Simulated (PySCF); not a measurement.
SMILES [SiH3][ZnH], singlet (B3LYP/def2-SVP optimised geometry):

```
6

Zn     0.698    -0.168     0.000
H      2.260    -0.168     0.000
Si    -1.694    -0.167     0.002
H     -2.260    -1.167    -0.960
H     -2.258     1.167    -0.382
H     -2.257    -0.500     1.350
```

Level of theory: B3LYP/def2-TZVP in PySCF.

**Question.** What are the frontier orbital energies and the dipole moment?

**Answer.** HOMO-2 -9.35 eV, HOMO-1 -9.35 eV, HOMO -7.14 eV, LUMO -1.36 eV, LUMO+1 -1.36 eV; dipole moment 0.30 D.

On the same geometry PBE/def2-TZVP (PySCF) gives HOMO-2 -8.25 eV, HOMO-1 -8.25 eV, HOMO -6.31 eV, LUMO -1.85 eV, LUMO+1 -1.85 eV; dipole moment 0.27 D.

Meta-Löwdin charges at B3LYP/def2-TZVP: Zn1 0.87, H2 -0.43, Si3 -0.20, H4 -0.08, H5 -0.08, H6 -0.08.
